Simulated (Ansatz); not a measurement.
A nudged elastic band was laid between two geometries of AlClFHZn (5 atoms, charge 0, multiplicity 1).

Level of theory: Ansatz 0.2.0, RKS B3LYP/def2-SVPD.

```yaml
movable_images: 7
climbing_image: yes
spring: 5.0 eV/Å²
optimiser: quadratic models (default)
start_path: through a guess of the saddle point
force_threshold: 0.03 eV/Å
iteration_limit: 58
end_points: relaxed
```

Initial state:

```xyz
5
Properties=species:S:1:pos:R:3
F 0.482 0.101 2.144
Al 0.429 -0.394 0.545
Cl 1.513 -2.122 0.015
Zn -1.966 1.919 -2.254
H -0.409 0.423 -0.491
```

Final state:

```xyz
5
Properties=species:S:1:pos:R:3
F -0.450 0.197 1.690
Al 0.397 -0.001 0.245
Cl 0.628 -2.002 -0.454
Zn -1.887 0.601 -1.278
H 1.361 1.131 -0.246
```

Q: Which bonds break or form, and what moves?

A: No bond is made or broken. The height of Al2 over the plane of its neighbours goes from 0.00 to 0.19 Å.AlClFH + Zn becomes AlClFHZn.

Q: What energy profile does the band end with?

A: The run converged. The highest image is number 3 of 0 to 8, 0.012 eV above the first end and 0.280 eV above the last; the last end lies 0.268 eV below the first. A vibrational analysis at the climbing image gives one clearly imaginary mode, 52i cm⁻¹: a first-order saddle point.

```csv
image,path coordinate (Å),energy (eV),height of Al2 over the plane of its neighbours (Å)
0,0.00,0.000,0.00
1,0.39,0.003,0.00
2,0.78,0.009,-0.01
3,1.17,0.012,-0.01
4,1.66,-0.002,0.01
5,2.14,-0.045,0.04
6,2.63,-0.122,0.10
7,3.12,-0.219,0.17
8,3.61,-0.268,0.19
```

Q: What is the geometry of the highest image?

A: 
```xyz
5
Properties=species:S:1:pos:R:3
F 0.267 0.213 1.895
Al 0.599 -0.309 0.339
Cl 1.703 -2.090 0.107
Zn -2.591 1.591 -1.512
H 0.071 0.520 -0.870
```

Time of the run: 15 min on 2 threads of Intel(R) Xeon(R) Platinum 8375C CPU @ 2.90GHz (Ice Lake), on a shared host, peak memory 0.32 GiB.
